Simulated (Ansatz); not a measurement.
```yaml
crystal:
  periodic: [false, false, false]
  atoms:
    - {symbol: Cl, position_ang: [0.627259, 0.729374, 1.992778]}
    - {symbol: Sc, position_ang: [-0.075563, -0.356901, 0.193470]}
    - {symbol: Cl, position_ang: [0.376601, -2.238372, -0.798835]}
    - {symbol: Cl, position_ang: [-1.091195, 1.545333, -1.267281]}
basis:
  gaussian: {orbitals: cc-pVTZ-DK, final_grid: {core_spheres: 1, valence_spheres: 1, degree: 1}}
hamiltonian: {xc: {name: wB97M-V}}
scf: {lower_state_search: light}
```

```sh
$ ansatz run in.yaml --threads 4 --pin off --events-out ev --progress --plain --max-ram 10444MiB
```

Shortened log:

```
Functional definition: wB97M-V
1344 factors; their error is unknown
241 factors; integrals over basis functions are off by at most 2.5e-4 eV
mean field evaluation 1: about -58481.7921 eV, gradient 2.8e1 eV
mean field evaluation 2: about -58480.8216 eV, gradient 4.2e1 eV
mean field evaluation 4: about -58484.5917 eV, gradient 1.6e0 eV
mean field evaluation 16: about -58709.1129 eV, gradient 7.5e0 eV
a density is far from that of the atoms, so the factors are made again for it
1328 factors; integrals over basis functions are off by at most 1.6e-4 eV
281 factors; integrals over basis functions are off by at most 2.2e-4 eV
mean field evaluation 32: about -58700.2715 eV, gradient 3.4e1 eV
mean field -58715.46507355 eV, -2157.7535426814 hartree, gradient 2.3e-5 eV, S^2 0.000000; 0 other end points of the search recorded, 0 dependent functions left out
reference -58715.46522506 eV, -2157.7535482490 hartree; 36, 36 occupied and 134, 134 virtual orbitals, 1328 factors
Total energy: -58715.46522506 eV, -2157.7535482490 hartree
Relativity: scalar
```

In this input the integration grid is far too coarse. The run converged. The result belongs to that input, not to the molecule as meant.
